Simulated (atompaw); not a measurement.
**An all-electron radial function and its pseudo partner (Re)**

Columns: radius, all-electron u(r) and pseudo u(r) of the 6s shell (level -6.46 eV) of rhenium in the configuration [Kr] 4d10 4f14 5s2 5p6 5d5 6s1.75 6p0.25; LDA (PW92), scalar-relativistic, PAW (atompaw) scheme, atompaw 4.2.0.5.

```json
{"r (bohr)": "0.092", "all-electron": "-0.0248", "pseudo": "-0.1000"}
{"r (bohr)": "0.185", "all-electron": "-0.0892", "pseudo": "-0.1952"}
{"r (bohr)": "0.277", "all-electron": "0.1321", "pseudo": "-0.2781"}
{"r (bohr)": "0.369", "all-electron": "0.1891", "pseudo": "-0.3450"}
{"r (bohr)": "0.462", "all-electron": "0.0772", "pseudo": "-0.3927"}
{"r (bohr)": "0.554", "all-electron": "-0.0831", "pseudo": "-0.4178"}
{"r (bohr)": "0.646", "all-electron": "-0.2156", "pseudo": "-0.4196"}
{"r (bohr)": "0.738", "all-electron": "-0.2915", "pseudo": "-0.3986"}
{"r (bohr)": "0.831", "all-electron": "-0.3097", "pseudo": "-0.3558"}
{"r (bohr)": "0.923", "all-electron": "-0.2807", "pseudo": "-0.2948"}
{"r (bohr)": "1.015", "all-electron": "-0.2185", "pseudo": "-0.2189"}
{"r (bohr)": "1.108", "all-electron": "-0.1348", "pseudo": "-0.1315"}
{"r (bohr)": "1.200", "all-electron": "-0.0417", "pseudo": "-0.0389"}
{"r (bohr)": "1.292", "all-electron": "0.0541", "pseudo": "0.0555"}
{"r (bohr)": "1.385", "all-electron": "0.1484", "pseudo": "0.1488"}
{"r (bohr)": "1.477", "all-electron": "0.2356", "pseudo": "0.2357"}
{"r (bohr)": "1.569", "all-electron": "0.3149", "pseudo": "0.3149"}
{"r (bohr)": "1.662", "all-electron": "0.3859", "pseudo": "0.3859"}
{"r (bohr)": "1.754", "all-electron": "0.4467", "pseudo": "0.4467"}
{"r (bohr)": "1.846", "all-electron": "0.4983", "pseudo": "0.4983"}
{"r (bohr)": "1.938", "all-electron": "0.5411", "pseudo": "0.5411"}
{"r (bohr)": "2.031", "all-electron": "0.5761", "pseudo": "0.5761"}
{"r (bohr)": "2.123", "all-electron": "0.6032", "pseudo": "0.6032"}
{"r (bohr)": "2.215", "all-electron": "0.6235", "pseudo": "0.6235"}
{"r (bohr)": "2.308", "all-electron": "0.6379", "pseudo": "0.6379"}
{"r (bohr)": "2.400", "all-electron": "0.6467", "pseudo": "0.6467"}
```

(1) How many radial nodes do the two functions have?

(2) At about which radius was the pseudo-wave matched?

(3) Is the pseudo-wave norm-conserving?

## Answers

(1) The all-electron 6s function has n − l − 1 = 5 (the table is too coarse to show those close to the nucleus); the pseudo-wave has 1, since 1 lower shell of the same l stays in the valence.

(2) 1.60 bohr. The columns agree to 0.0005 from 1.39 bohr on; several derivatives are matched, so the curves merge somewhat inside the radius.

(3) No, it belongs to a PAW set: the norm inside the radius is not constrained, and the difference is carried by the augmentation charge.
